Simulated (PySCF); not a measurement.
Species: dimethyl malonate, C₅H₈O₄.
Geometry (PBE0-D3(BJ)/def2-SVP, Å), atoms numbered from 1 in this order:
```xyz
17
C5H8O4 angstrom
C      3.4420   -0.0756   -0.5853
O      2.2906   -0.5625    0.0852
C      1.1722    0.1395   -0.1005
O      1.1018    1.1220   -0.7876
C      0.0216   -0.4349    0.6917
C     -1.2486   -0.3948   -0.1228
O     -1.4055   -0.9834   -1.1573
O     -2.1823    0.3648    0.4519
C     -3.4019    0.4807   -0.2621
H      3.6971    0.9369   -0.2390
H      3.2727   -0.0388   -1.6712
H      4.2532   -0.7735   -0.3488
H     -0.0958    0.1608    1.6081
H      0.2409   -1.4742    0.9701
H     -4.0573    1.1119    0.3488
H     -3.8585   -0.5072   -0.4206
H     -3.2317    0.9459   -1.2441
```

All values: PBE0/def2-SVPD (PySCF, non-relativistic), on one gas-phase PBE0-D3(BJ)/def2-SVP geometry that isn't relaxed in the solvent. The solvent is an IEF-PCM continuum (van der Waals radii × 1.2), and excitations are vertical TDDFT with non-equilibrium linear response and a frozen core. The model holds no explicit solvent molecules, cavitation or dispersion.

Gas-phase singlets (H = HOMO, L = LUMO):

```json
{"state": "S1", "E (eV)": "5.874", "λ (nm)": "211", "f": "0.001", "leading configurations": "H→L 64%, H-1→L+1 17%, H→L+1 16%"}
{"state": "S2", "E (eV)": "5.940", "λ (nm)": "209", "f": "0.001", "leading configurations": "H-1→L 56%, H→L+1 25%, H-1→L+1 13%"}
{"state": "S3", "E (eV)": "7.060", "λ (nm)": "176", "f": "0.009", "leading configurations": "H→L+1 37%, H→L 27%, H-1→L+1 26%"}
{"state": "S4", "E (eV)": "7.092", "λ (nm)": "175", "f": "0.014", "leading configurations": "H-1→L+1 43%, H-1→L 32%, H→L+1 20%"}
{"state": "S5", "E (eV)": "7.737", "λ (nm)": "160", "f": "0.005", "leading configurations": "H→L+2 83%"}
```

Problem. What are the lowest 5 singlets in chloroform (ε = 4.711)?

Solution. 
```csv
state,E (eV),λ (nm),f,leading configurations,change by rank (eV)
S1,5.960,208,0.001,"H→L 64%, H-1→L+1 18%, H→L+1 11%",+0.086
S2,6.027,206,0.001,"H-1→L 52%, H→L+1 28%, H-1→L+1 12%",+0.087
S3,7.138,174,0.010,"H-1→L+1 53%, H-1→L 21%, H→L 15%",+0.078
S4,7.162,173,0.024,"H→L+1 49%, H-1→L 20%, H-1→L+1 15%",+0.070
S5,7.732,160,0.127,H-2→L 94%,-0.005
```

Problem. Give the list for dimethylsulfoxide (ε = 46.83), n² = 2.19.

Solution. 
```
state  E (eV)  λ (nm)      f             leading configurations  change by rank (eV)
   S1   5.997     207  0.001    H→L 63%, H-1→L+1 18%, H→L+1 10%               +0.123
   S2   6.066     204  0.001  H-1→L 50%, H→L+1 28%, H-1→L+1 13%               +0.126
   S3   7.162     173  0.012    H-1→L+1 49%, H-1→L 23%, H→L 15%               +0.102
   S4   7.203     172  0.025  H→L+1 47%, H-1→L+1 19%, H-1→L 19%               +0.111
   S5   7.714     161  0.148                          H-2→L 95%               -0.023
```

Problem. The ground-state energy changes by -0.389 eV from gas to dimethylsulfoxide. By how much does the total energy of gas-phase S1 change?

Solution. E(S1) = E(S0) + excitation energy, so it changes by -0.389 + 0.123 = -0.266 eV: it is lowered less than the ground state, which is what a blue shift means. This is the vertical state, with the slow part of the continuum still set for S0.

Problem. How do the frontier levels move from gas to dimethylsulfoxide?

Solution. 
| orbital | gas (eV) | solvent (eV) | change (eV) | Löwdin shares, gas | Löwdin shares, solvent |
| --- | --- | --- | --- | --- | --- |
| LUMO+2 | 0.55 | 0.57 | +0.02 | C1 13 %, C3 11 %, C9 9 %, C6 9 % | C3 12 %, C6 11 %, O4 10 %, C9 9 % |
| LUMO+1 | 0.10 | -0.03 | -0.13 | C6 20 %, C3 19 %, O7 13 %, O4 13 % | C3 22 %, C6 18 %, O4 15 %, O7 12 % |
| LUMO | -0.21 | -0.35 | -0.14 | C3 20 %, C6 18 %, O4 16 %, O7 15 % | C6 21 %, C3 18 %, O7 17 %, O4 14 % |
| HOMO | -8.28 | -8.53 | -0.25 | O7 50 %, O4 19 %, C5 8 %, O8 7 % | O7 42 %, O4 25 %, C5 9 %, O8 6 % |
| HOMO-1 | -8.42 | -8.66 | -0.24 | O4 48 %, O7 18 %, C5 8 %, O2 8 % | O4 41 %, O7 23 %, C5 9 %, O2 7 % |
| HOMO-2 | -8.99 | -9.08 | -0.09 | O8 32 %, O7 22 %, O2 10 %, O4 8 % | O8 25 %, O2 17 %, O7 15 %, O4 11 % |
| HOMO-3 | -9.13 | -9.17 | -0.04 | O2 34 %, O4 20 %, O8 11 %, C1 9 % | O2 26 %, O8 18 %, O4 12 %, O7 9 % |

The HOMO–LUMO gap goes from 8.07 to 8.19 eV. Rows go by rank; for HOMO-3 and HOMO-2 the atom shares or the degeneracy differ between the runs, so the row needn't follow one orbital.

The run took 49 s wall on Arm Neoverse V1, one thread, shared host with 64 logical CPUs at a one-minute load of 7.3, and the process peaked at 1.2 GiB of memory. This is the whole response run at PBE0/def2-SVPD in dimethylsulfoxide, SCF included.
